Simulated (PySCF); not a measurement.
# Electron correlation in Ba (barium, neutral)

[Xe] 5d1 6s1, high-spin 3D determinant (an excited configuration). All numbers are calculated (PySCF 2.14, a scalar-relativistic core potential, in def2-QZVPPD with the def2 core potential (46 electrons)). Frozen: nothing; 10 electrons correlated.

MP2 pair energies summed by pair of shells (mhartree):

```
 pair   energy  share (%)
5p-5p  -104.58       59.6
5s-5p   -27.37       15.6
5p-5d   -19.46       11.1
5p-6s   -13.15        7.5
5s-5s    -4.91        2.8
5d-6s    -3.46        2.0
5s-5d    -2.09        1.2
5s-6s    -0.49        0.3
```

Total MP2 correlation energy: -175.52 mhartree.

Same-spin part -48.31 and opposite-spin part -127.21 mhartree; SCS-MP2 scales them by 1/3 and 6/5 to -168.76 mhartree.

The basis has no tight functions for the innermost shells, so their pair energies are far from complete.

This basis was not built for core-valence correlation, so the inner-shell part is incomplete.
